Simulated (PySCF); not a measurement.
C6H9F.
Atom-mapped SMILES: `[CH2:1]=[C:2]=[CH:3][C:4]([CH3:5])([CH3:6])[F:7]` (hydrogens: H8, H9 on C1; H10 on C3; H11, H12, H13 on C5; H14, H15, H16 on C6)

The same species was optimised twice, with GFN2-xTB and with PBE0-D3(BJ)/def2-SVP (PySCF), and the same property calculations (PySCF, gas phase) were run on both structures.

```tsv
coordinate	GFN2-xTB	PBE0-D3(BJ)/def2-SVP	change
C1=C2 (Å)	1.293	1.308	+0.015
C2=C3 (Å)	1.296	1.309	+0.013
C4–C5 (Å)	1.523	1.515	-0.008
C4–C6 (Å)	1.528	1.520	-0.008
C4–F7 (Å)	1.401	1.397	-0.004
C3–C4 (Å)	1.510	1.512	+0.002
C2–C3–C4 (°)	124.7	125.8	+1.1
C3–C4–F7 (°)	106.9	106.2	-0.7
C3–C4–C5 (°)	112.8	113.3	+0.5
C5–C4–C6 (°)	112.0	112.5	+0.5
C6–C4–F7 (°)	107.0	106.6	-0.4
C5–C4–F7 (°)	107.5	107.4	-0.1
C1–C2–C3 (°)	179.4	179.3	-0.1
C3–C4–C6 (°)	110.3	110.3	0.0
C2–C3–C4–C5 (°)	19	13	-6
```

Rotational constants: A = 4575, B = 1615, C = 1595 MHz (GFN2-xTB) against A = 4594, B = 1594, C = 1570 MHz (PBE0-D3(BJ)/def2-SVP). Point groups within 0.08 Å: C1 and C1.

On the GFN2-xTB structure: HOMO (eV) -7.67 [PBE0/pcSseg-1]; LUMO (eV) 0.14 [PBE0/pcSseg-1]; dipole (D) 1.97 [PBE0/pcSseg-1]; GIAO shielding of C1 (ppm) 105.5 [PBE0/pcSseg-1]; GIAO shielding of C2 (ppm) -31.0 [PBE0/pcSseg-1]; GIAO shielding of C3 (ppm) 82.9 [PBE0/pcSseg-1]; GIAO shielding of C4 (ppm) 92.2 [PBE0/pcSseg-1]; GIAO shielding of C5/C6 (mean) (ppm) 157.1 [PBE0/pcSseg-1]; GIAO shielding of F7 (ppm) 341.3 [PBE0/pcSseg-1].

Task: What do these properties become on the PBE0-D3(BJ)/def2-SVP structure?

Result: 
```csv
property,level,on GFN2-xTB,on PBE0-D3(BJ)/def2-SVP,change
HOMO (eV),PBE0/pcSseg-1,-7.67,-7.67,0.00
LUMO (eV),PBE0/pcSseg-1,0.14,0.07,-0.07
dipole (D),PBE0/pcSseg-1,1.97,1.96,-0.01
"energy, GFN2-xTB geometry as zero (kcal/mol)",PBE0/pcSseg-1,0.0,-0.5,-0.5
GIAO shielding of C1 (ppm),PBE0/pcSseg-1,105.5,102.0,-3.5
GIAO shielding of C2 (ppm),PBE0/pcSseg-1,-31.0,-35.9,-4.9
GIAO shielding of C3 (ppm),PBE0/pcSseg-1,82.9,80.8,-2.1
GIAO shielding of C4 (ppm),PBE0/pcSseg-1,92.2,93.6,+1.4
GIAO shielding of C5/C6 (mean) (ppm),PBE0/pcSseg-1,157.1,155.9,-1.2
GIAO shielding of F7 (ppm),PBE0/pcSseg-1,341.3,338.9,-2.4
```

The heavy atoms differ by 0.053 Å rms after alignment. Among bonds between heavy atoms C1=C2 changes most (+0.015 Å). Changes are differences of the printed values. Neither structure is proved a minimum here.

Shape of the structure used: `[CH2:1]=[C:2]=[CH:3][C:4]([CH3:5])([CH3:6])[F:7]`: C2–C3–C4–C5 13°.
